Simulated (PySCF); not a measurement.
**A small calculation by hand: dipole moment from atomic charges**

TiF₂I₂, SMILES [F][Ti]([F])([I])[I], multiplicity 1. Atoms are numbered in the order given.

```xyz
5

Ti     0.0000     0.0000     0.9574
F      0.0000     1.4109     1.9538
F      0.0000    -1.4109     1.9538
I      2.0828     0.0000    -0.5305
I     -2.0828     0.0000    -0.5305
```

Geometry: B3LYP-D3(BJ)/def2-SVP. The spin state was assumed, not searched. The structure was generated by enumeration; whether it is a known compound was not checked. The def2 effective core potentials stand for the cores of I; spin–orbit coupling is left out.

Charges (e) from PBE0/def2-TZVP (PySCF):

```csv
atom,ESP fit,Mulliken
Ti1,0.290,1.178
F2,-0.119,-0.392
F3,-0.119,-0.392
I4,-0.025,-0.197
I5,-0.025,-0.197
```

The dipole moment of the full density is 0.75 D.

What dipole moment does each set of point charges give, and which comes closer to that of the density?


μ = Σ q r, and 1 e Å = 4.8032 D.
ESP fit: Σ q r = (0.000, 0.000, -0.161) e Å, |μ| = 0.77 D.
Mulliken: Σ q r = (0.000, 0.000, -0.195) e Å, |μ| = 0.94 D.
ESP fit comes closer in size. Point charges leave out the atoms' own dipoles (lone pairs, polarised bonds); fits to the potential absorb them, partitions of the density don't.
